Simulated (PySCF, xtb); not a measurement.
4,4-dichlorobut-1-yne (C₄H₄Cl₂), SMILES C#CCC(Cl)Cl.

GFN2-xTB in xtb 6.7.1 at its own geometry gives an orbital gap of 5.97 eV and a dipole moment of 1.96 D.

Geometry: B3LYP-D3(BJ)/def2-SVP. Other conformers were not sampled.

What does PBE/def2-TZVP in PySCF give? (An estimate is asked for; the answer gives what the named calculation found.)

gap 5.41 eV (levels -6.91 and -1.50 eV), dipole 1.56 D.
